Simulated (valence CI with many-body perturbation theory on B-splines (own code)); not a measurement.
**Level structure of Cr17+**

Calculated by relativistic CI+MBPT: five valence electrons over a frozen Dirac-Fock core [He], a basis of 11 s, 11 p, 10 d, 8 f, 5 g, 2 h functions for each j, with the one-electron correlation potential Σ1 (screened to all orders), the two-electron term Σ2, the three-electron term Σ3, Breit, model QED; selected single and double excitations, second order for the rest, scaled by the run's own slope (own B-spline code, finite nucleus).

No measured levels were compared; by estimate levels of excited configurations hold to 0.05 to 0.15 % of their energy, terms of the ground configuration to about 0.5 %. Among the levels kept, up to 5400 cm⁻¹ of a level comes from second order outside the variational space, and about a tenth of that is noise between levels of different J, which matters for small intervals.

Levels 181 to 204 of 204, with energies above the lowest level, 2s²2p³ ⁴S°_3/2. "Leading %" is the weight of the configuration and term that name the level; weights of strongly mixed levels are sums over their largest components and can fall short. Lifetimes count E1, E2, E3, M1 and M2 decay at the calculated energies, and are blank where another channel may lead or the interval is too uncertain; long ones can be off by a factor of two.

```tsv
No.	Configuration	Term	J	E (× 10³ cm⁻¹)	Leading %	Lifetime	Second component
181	2s2p³3d	⁴D°	5/2	7174.3	66	130 fs	13 % 2s2p³3d ⁴P°
182	2s2p³3p	²P	3/2	7180.0	52	731 fs	41 % 2s2p³3p ²D
183	2s2p³3d	²D°	3/2	7180.9	66	205 fs	20 % 2s2p³3d ⁴D°
184	2s2p³3p	²P	1/2	7184.4	90	957 fs	6 % 2s2p³3p ²S
185	2s2p³3d	²F°	5/2	7199.1	87	376 fs	4 % 2s2p³3d ²D°
186	2s2p³3d	²F°	7/2	7212.2	81	143 fs	13 % 2s2p³3d ²G°
187	2s2p³3d	²D°	5/2	7220.9	81	144 fs	13 % 2s2p³3d ²F°
188	2s2p³3p	²D	5/2	7229.7	87	977 fs	8 % 2s2p³3p ⁴P
189	2s2p³3p	²P	3/2	7237.5	67	1.60 ps	27 % 2s2p³3p ²D
190	2s2p³3p	²P	3/2	7241.9	70	727 fs	21 % 2s2p³3p ²D
191	2s2p³3d	²P°	1/2	7242.6	86	94.5 fs	
192	2s2p³3p	²S	1/2	7245.0	51	1.33 ps	39 % 2s2p³3p ²P
193	2s2p³3d	²P°	3/2	7265.7	85	83.9 fs	4 % 2s2p³3d ⁴D°
194	2s2p³3p	²P	1/2	7287.0	60	1.22 ps	35 % 2s2p³3p ²S
195	2s2p³3d	⁴D°	5/2	7300.0	72	389 fs	19 % 2s2p³3d ²D°
196	2s2p³3d	⁴D°	3/2	7301.4	55	320 fs	36 % 2s2p³3d ²D°
197	2s2p³3d	⁴D°	7/2	7304.1	83	474 fs	10 % 2s2p³3d ²F°
198	2s2p³3d	⁴D°	1/2	7308.0	84	198 fs	10 % 2s2p³3d ²P°
199	2s2p³3d	²D°	3/2	7319.5	60	229 fs	29 % 2s2p³3d ⁴D°
200	2s2p³3d	²D°	5/2	7326.2	74	207 fs	15 % 2s2p³3d ⁴D°
201	2s2p³3d	²G°	9/2	7327.9	96	23.5 ps	
202	2s2p³3d	²G°	7/2	7328.9	83	16.4 ps	14 % 2s2p³3d ²F°
203	2s2p³3d	²F°	7/2	7344.0	86	87.0 fs	6 % 2s2p³3d ²G°
204	2s2p³3d	²F°	5/2	7346.4	87	80.3 fs	7 % 2s2p³3d ²D°
```

Names give the largest LS component (configuration and term), which can be under half, so a name can repeat, a term be missing and a line seem to break the LS rules; names also repeat where a configuration has a term twice.

Where two levels of one J and parity lie close, their mixing, g and order are uncertain.
